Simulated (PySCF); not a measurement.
F2OS, charge -1, doublet, at a GFN2-xTB geometry (a state made from the parent by changing its charge; the spin is typed, not shown lowest) (in this run its highest filled SCF level lies above zero, so its values depend strongly on the basis, on diffuse functions most of all); TPSS/6-31G** (PySCF).

The PySCF input:
```python
from pyscf import gto, scf, dft

mol = gto.Mole()
mol.atom = '''
    O     1.302563   -0.091502   -0.179801
    S    -0.137690    0.009672    0.019006
    F    -0.341904    1.865449   -0.039626
    F    -0.571149   -1.801309    0.165660
'''
mol.basis = '6-31g**'
mol.charge = -1
mol.spin = 1
mol.verbose = 4
mol.build()

mf = dft.UKS(mol)
mf.xc = 'tpss'
mf.conv_tol = 1e-11
mf.kernel()
```

What the program printed (banner, timings and long lists left out):

```
PySCF version 2.14.0

[INPUT] verbose = 4
[INPUT] num. atoms = 4
[INPUT] num. electrons = 43
[INPUT] charge = -1
[INPUT] spin (= nelec alpha-beta = 2S) = 1
[INPUT] symmetry False subgroup None
[INPUT] Mole.unit = angstrom
[INPUT] Symbol           X                Y                Z      unit          X                Y                Z       unit  Magmom
[INPUT]  1 O      1.302563000000  -0.091502000000  -0.179801000000 AA    2.461487329992  -0.172913719850  -0.339774646923 Bohr   0.0
[INPUT]  2 S     -0.137690000000   0.009672000000   0.019006000000 AA   -0.260196390091   0.018277431077   0.035916134723 Bohr   0.0
[INPUT]  3 F     -0.341904000000   1.865449000000  -0.039626000000 AA   -0.646104920893   3.525187709344  -0.074882287412 Bohr   0.0
[INPUT]  4 F     -0.571149000000  -1.801309000000   0.165660000000 AA   -1.079315186319  -3.403980675714   0.313052029795 Bohr   0.0

nuclear repulsion = 169.481208090302
number of shells = 26
number of NR pGTOs = 132
number of NR cGTOs = 60
basis = 6-31g**
ecp = {}

******** <class 'pyscf.dft.uks.UKS'> ********
method = UKS
initial guess = minao
damping factor = 0
level_shift factor = 0
DIIS = <class 'pyscf.scf.diis.CDIIS'>
diis_start_cycle = 1
diis_space = 8
diis_damp = 0
SCF conv_tol = 1e-11
SCF conv_tol_grad = None
SCF max_cycles = 50
direct_scf = True
direct_scf_tol = 1e-13
number electrons alpha = 22  beta = 21
XC library pyscf.dft.libxc version 7.1.2
    S. Lehtola, C. Steigemann, M. J. T. Oliveira, and M. A. L. Marques,  SoftwareX 7, 1–5 (2018)
XC functionals = tpss
    J. Tao, J. P. Perdew, V. N. Staroverov, and G. E. Scuseria,  Phys. Rev. Lett. 91, 146401 (2003)
    J. P. Perdew, J. Tao, V. N. Staroverov, and G. E. Scuseria,  J. Chem. Phys. 120, 6898 (2004)
    J. Tao, J. P. Perdew, V. N. Staroverov, and G. E. Scuseria,  Phys. Rev. Lett. 91, 146401 (2003)
    J. P. Perdew, J. Tao, V. N. Staroverov, and G. E. Scuseria,  J. Chem. Phys. 120, 6898 (2004)
radial grids:
    Treutler-Ahlrichs [JCP 102, 346 (1995); DOI:10.1063/1.469408] (M4) radial grids

becke partition: Becke, JCP 88, 2547 (1988); DOI:10.1063/1.454033
pruning grids: <function nwchem_prune>
grids dens level: 3
symmetrized grids: False
atomic radii adjust function: <function treutler_atomic_radii_adjust>
small_rho_cutoff = 0
Set gradient conv threshold to 3.16228e-06
tot grids = 61488
init E= -673.352066087713

cycle= 1 E= -672.797240981342  delta_E= 0.555  |g|= 0.911  |ddm|= 1.72
cycle= 2 E= -671.707467550193  delta_E= 1.09  |g|=  1.9  |ddm|= 1.93
cycle= 3 E= -673.083687450865  delta_E= -1.38  |g|= 0.126  |ddm|= 1.51
cycle= 4 E= -673.087589184892  delta_E= -0.0039  |g|= 0.11  |ddm|= 0.258
cycle= 5 E= -673.090440649765  delta_E= -0.00285  |g|= 0.0737  |ddm|= 0.129
cycle= 6 E= -673.092751817651  delta_E= -0.00231  |g|= 0.00513  |ddm|= 0.0641
cycle= 7 E= -673.092764117325  delta_E= -1.23e-05  |g|= 0.00108  |ddm|= 0.00562
cycle= 8 E= -673.092764755611  delta_E= -6.38e-07  |g|= 0.000178  |ddm|= 0.00135
cycle= 9 E= -673.092764775656  delta_E= -2e-08  |g|= 2.78e-05  |ddm|= 0.000238
cycle= 10 E= -673.092764775814  delta_E= -1.57e-10  |g|= 2.84e-05  |ddm|= 5.04e-05
cycle= 11 E= -673.092764776085  delta_E= -2.71e-10  |g|= 1.14e-05  |ddm|= 3.29e-05
cycle= 12 E= -673.092764776138  delta_E= -5.28e-11  |g|= 1.23e-06  |ddm|= 1.01e-05
cycle= 13 E= -673.092764776138  delta_E= -4.55e-13  |g|= 2.37e-07  |ddm|= 1.14e-06
Extra cycle  E= -673.092764776141  delta_E= -2.96e-12  |g|= 4.17e-07  |ddm|= 6.47e-07
converged SCF energy = -673.092764776141  <S^2> = 0.75243511  2S+1 = 2.0024336
```
